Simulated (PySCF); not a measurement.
**Steps of a relaxation of Lu(OH)3(NH3)**

Lu(OH)3(NH3) (singlet in the valence; each metal's 4f electrons, 14 of them, lie in its core potential, out of spins and levels). PySCF 2.14.0, RKS PBE, Lu lcecp-1-SVP with ECP60, O def2-SVP, H def2-SVP, N def2-SVP; non-relativistic Hamiltonian with scalar-relativistic core potentials where named; density fitting; no spin-orbit coupling. Origin of the start: template. Columns: position (Å) and force (eV/Å). Energies are counted from the last step; some of the 22 steps are shown. Forces carry noise of the integration grid, about 0.01 to 0.03 eV/Å.

Run from Python with OMP_NUM_THREADS=2. Where DIIS fails, smearing, a level shift and second-order steps follow.
It took 2.3 min on 2 threads of Arm Neoverse V1 (shared host), from the converged density of the start.

```xyz
11
step 0  E = 0.440 eV
Lu    0.0148   -0.0138    0.0118     1.62   -1.56    1.59
O     1.2265    1.1979    1.2234    -1.04   -0.53   -0.99
H     1.7462    1.4701    1.9906    -0.02   -0.03   -0.04
O    -1.1969   -1.2255    1.2234     0.47    1.02   -1.03
H    -1.7166   -1.4977    1.9906     0.09   -0.01    0.01
O     1.2265   -1.2255   -1.2000    -1.00    0.99    0.52
H     1.7462   -1.9926   -1.4722    -0.03    0.02    0.04
N    -1.3968    1.3978   -1.3999     0.17   -0.15    0.16
H    -2.0100    2.0110   -0.8629    -0.27    0.27    0.29
H    -0.8598    2.0110   -2.0130     0.29    0.28   -0.28
H    -2.0100    0.8608   -2.0130    -0.27   -0.30   -0.27
```

```xyz
11
step 7  E = 0.026 eV
Lu    0.1439   -0.1603    0.1731    -0.04    0.14   -0.16
O     1.1299    1.2818    1.1981    -0.04   -0.12   -0.01
H     1.6597    1.7593    1.8461     0.04    0.09    0.00
O    -1.3445   -1.1095    1.1590    -0.14   -0.11    0.28
H    -1.8729   -1.4922    1.8777     0.11    0.09   -0.25
O     1.1479   -1.1893   -1.2606     0.01   -0.09    0.05
H     1.6135   -1.8886   -1.7385    -0.03    0.09   -0.02
N    -1.2565    1.2785   -1.2750     0.02   -0.03    0.03
H    -1.8625    1.9018   -0.7205     0.04   -0.04   -0.01
H    -0.7057    1.8858   -1.9002    -0.01   -0.04    0.04
H    -1.8824    0.7261   -1.8803     0.04    0.01    0.04
```

```xyz
11
step 14  E = 0.001 eV
Lu    0.1397   -0.1871    0.2302     0.08   -0.01   -0.02
O     1.1301    1.2946    1.1907    -0.05   -0.06   -0.06
H     1.6775    1.9038    1.6973     0.04    0.05    0.04
O    -1.3835   -1.0974    1.1977    -0.06   -0.01    0.05
H    -2.0284   -1.5317    1.7689     0.02   -0.01   -0.02
O     1.0968   -1.2077   -1.2355    -0.04    0.05    0.05
H     1.5997   -1.7611   -1.8431     0.02   -0.03   -0.02
N    -1.2070    1.2299   -1.2136     0.01   -0.02    0.03
H    -1.7997    1.8695   -0.6670    -0.01    0.01   -0.02
H    -0.6240    1.8084   -1.8337    -0.01    0.01   -0.01
H    -1.8307    0.6724   -1.8130    -0.01    0.02   -0.01
```

**Question.** Where does the relaxation end?

**Answer.** It converges at step 21 in Cs, nearly C3v:
```xyz
11
step 21  E = 0
Lu    0.1358   -0.1887    0.2330
O     1.1430    1.2899    1.1787
H     1.6734    1.9087    1.6939
O    -1.3866   -1.0836    1.2199
H    -2.0184   -1.5701    1.7625
O     1.0839   -1.2170   -1.2308
H     1.6065   -1.7619   -1.8308
N    -1.2088    1.2344   -1.2147
H    -1.8050    1.8796   -0.6776
H    -0.6204    1.8135   -1.8301
H    -1.8330    0.6886   -1.8252
```

**Question.** How did the contacts change?

**Answer.** 
```json
{"contact": "Lu1–O2 (OH)", "start (Å)": "2.099", "end (Å)": "2.024"}
{"contact": "Lu1–O4 (OH)", "start (Å)": "2.099", "end (Å)": "2.023"}
{"contact": "Lu1–O6 (OH)", "start (Å)": "2.099", "end (Å)": "2.025"}
{"contact": "Lu1–N8 (NH3)", "start (Å)": "2.445", "end (Å)": "2.435"}
```


An lcecp potential fixes the number of 4f electrons, so in runs with it no electron can move into or out of that shell.
